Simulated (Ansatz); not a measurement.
Start from `BF` and change one element to get `BI`.

Ansatz, PBE0-D4/def2-TZVP geometries, multiplicity 1. 

Elements past krypton have def2 core potentials.

| property | `BF` |
| --- | --- |
| ideal-gas entropy at 298 K and 1 bar (rigid rotor, harmonic PBE0-D4/def2-TZVP) / J/(mol·K) | 223 |
| HOMO energy (PBE0/def2-TZVPP) / eV | -9.32 |
| HOMO–LUMO gap (PBE0/def2-TZVPP) / eV | 8.16 |
| LUMO energy (B3LYP/def2-TZVPP) / eV | -1.45 |
| LUMO energy (ωB97M-V/def2-TZVPP) / eV | 0.78 |
| LUMO energy (PBE0/def2-TZVPP) / eV | -1.16 |

(1) Give the same properties after the change, and the shifts. (An estimate is asked.)

Answers

(1) Ansatz gave: 
```
                                                                                  property   `BI`  shift
ideal-gas entropy at 298 K and 1 bar (rigid rotor, harmonic PBE0-D4/def2-TZVP) / J/(mol·K)    254     31
                                                        HOMO energy (PBE0/def2-TZVPP) / eV  -7.57   1.75
                                                      HOMO–LUMO gap (PBE0/def2-TZVPP) / eV   5.36  -2.80
                                                       LUMO energy (B3LYP/def2-TZVPP) / eV  -2.39  -0.94
                                                     LUMO energy (ωB97M-V/def2-TZVPP) / eV  -0.26  -1.04
                                                        LUMO energy (PBE0/def2-TZVPP) / eV  -2.21  -1.05
```

With PBE0 the HOMO rises by 1.75 eV and the LUMO falls by 1.05 eV, so the gap narrows by about 2.80 eV. PBE moves the HOMO by 1.29 eV and ωB97M-V by 1.99 eV.

B3LYP here is the variant with VWN-RPA as its local correlation; programs differ in this.

Spin–orbit coupling is left out; it splits and shifts lone-pair levels of the heavy atoms by tenths of an eV.
